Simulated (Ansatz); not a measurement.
# A barrier at the coupled-cluster level

Start structure (AlN₂H₇S, singlet), relaxed at PBE0-D4/def2-TZVP:

```xyz
11
angstrom
Al 0.4817 -0.1075 0.2341
S 1.5074 1.8150 -0.0077
N 0.9636 -1.4277 -0.8310
N -0.7529 -0.3223 1.4775
H -1.3304 1.3991 -1.7021
H -1.8256 0.8387 -1.7066
H 1.0393 2.2913 1.1582
H 1.7489 -1.3889 -1.4589
H 0.4949 -2.3141 -0.9132
H -1.1587 0.4204 2.0210
H -1.1684 -1.2038 1.7288
```

The step: AlN₂H₅S ([NH2][Al]([NH2])[SH]) + H₂ → AlN₂H₅ ([NH2][AlH][NH2]) + H₂S (still joined by a long Al–S bond); bonds formed: Al1–H6, S2–H5; bonds broken: H5–H6; bonds weakened to dative contacts: Al1–S2. Computed with Ansatz 0.2.0 (basis: def2-TZVPP and def2-QZVPP); correlated methods freeze the cores. Extrapolation: Hartree–Fock as exp(−7.88 √X), correlation as X^−2.97. Energies below are by CCSD(T) at an estimated basis limit (MP2 extrapolated from triple and quadruple zeta, plus CCSD(T) − MP2 in triple zeta).

(1) What are the electronic barrier and the energy of the step, from the start structure to the end structure? (To be estimated.)

No T1 diagnostic of these runs exceeds 0.012.

Results:

(1) Computed: Barrier 138.8 kJ/mol; step energy 71.7 kJ/mol (uphill); reverse barrier, their difference, 67.1 kJ/mol. Barrier and step energy count from the start structure, the reverse barrier from the end structure.

The saddle point: One imaginary mode of 865i cm⁻¹.
| pair | start (Å) | saddle (Å) | end (Å) |
| --- | --- | --- | --- |
| Al1–H6 | 3.16 | 1.70 | 1.59 |
| S2–H5 | 3.33 | 1.56 | 1.34 |
| Al1–S2 | 2.19 | 2.45 | 2.68 |
| H5–H6 | 0.75 | 1.20 | 3.50 |

Zero-point energy (harmonic, PBE0-D4): ZPE is 188.7 kJ/mol at the start and 193.3 kJ/mol at the saddle, so the barrier goes from 138.8 to 143.4 kJ/mol.

Labels in which every atom is bracketed show which atoms are joined, not bond orders.

For scale, one of the runs: CCSD(T)/def2-TZVPP, 244 basis functions, launched by `ansatz run in.yaml --threads 4 --pin off --events-out ev --progress --plain --max-ram 9574MiB`. The run took 120 s on 4 CPU threads of an Intel Xeon (shared host), with 4.6 GiB of host memory at its peak.
